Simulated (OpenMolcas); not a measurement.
## S²⁺: effect of the basis set

- Program: OpenMolcas
- Method: SS-CASPT2, IPEA 0.25 Eh, imaginary shift 0.1 Eh (closed shells correlated: 2s 2p 3s)
- Active space: 2 electrons in 3 orbitals (3p)
- State averaging: 2S+1 = 3 even, 3 roots; 2S+1 = 1 even, 6 roots
- Spin-orbit coupling: state interaction with AMFI integrals over the reference wave functions, term energies averaged over their components

A. ANO-RCC-VDZP [4s3p1d], DKH2, point nucleus; CASPT2 step roughly 0.6 core-seconds
B. ANO-RCC-VTZP [5s4p2d1f], DKH2, point nucleus; CASPT2 step roughly 1 core-seconds
C. ANO-L-VTZP [5s4p2d1f], non-relativistic, point nucleus; CASPT2 step of the order of 1 core-seconds
D. ANO-R2 [5s4p3d1f], X2C, finite nucleus; CASPT2 step roughly 0.7 core-seconds
E. ANO-RCC-VQZP [6s5p3d2f1g], DKH2, point nucleus; CASPT2 step roughly 1.2 core-seconds
F. ANO-R3 [6s5p4d3f1g], X2C, finite nucleus; CASPT2 step roughly 2.4 core-seconds

Energies in eV above 3s² 3p² ³P₀, the measured ground level; measured values from NIST levels in Podobedova, Kelleher and Wiese, J. Phys. Chem. Ref. Data 38, 171 (2009).

```
      Level       A       B       C       D       E       F  Measured
3s² 3p² ³P₀  0.0000  0.0000  0.0000  0.0000  0.0000  0.0000    0.0000
3s² 3p² ³P₁  0.0321  0.0338  0.0337  0.0337  0.0333  0.0337    0.0370
3s² 3p² ³P₂  0.0911  0.0953  0.0950  0.0950  0.0938  0.0949    0.1033
3s² 3p² ¹D₂   1.591   1.417   1.426   1.421   1.365   1.364    1.4038
3s² 3p² ¹S₀   3.640   3.444   3.451   3.452   3.354   3.344    3.3675
```

Deviations, from unrounded energies. A percentage is the sum of absolute deviations over the sum of measured energies, with the sign that they share, or ± where signs differ.

| Against measurement | Levels | A | B | C | D | E | F |
| --- | --- | --- | --- | --- | --- | --- | --- |
| mean absolute deviation (cm-1) | 4 | 960 | 200 | 240 | 230 | 130 | 150 |
| fine structure of the ground term (%) | 2 | -12.2 | -8.0 | -8.3 | -8.3 | -9.5 | -8.3 |
| other terms of the ground configuration (%) | 2 | +9.6 | +1.9 | +2.2 | +2.1 | -1.1 | -1.3 |

E lies closest to measurement on these levels and A furthest from it. The largest miss of E in the table is 3s² 3p² ¹D₂, by -310 cm-1. The ranking rests on the paired levels alone, and a cruder setting can come out closer through cancelling errors.

The two smallest mean deviations differ by little beside CASPT2's spread within terms, so their order carries little weight.

Among A to F the level of the table that moves most is 3s² 3p² ¹S₀, by 2400 cm-1 (lowest in F, highest in A). Moves below CASPT2's spread within the term are not significant.

CASPT2 does not keep the components of a term degenerate, so their means are used; among the terms shown or strongly mixed into the levels shown the widest spread is 190 cm-1 (3s² 3p² ¹D, C). With the s shell closed, the reference lacks s² → p² mixing. Computed and measured levels are paired by configuration, term and J; levels that our copy of the source lacks, or whose pairing is in doubt (as where it misses far off the trend of its configuration), stay unpaired and out of the deviations. Levels of configurations outside the active space are missing.
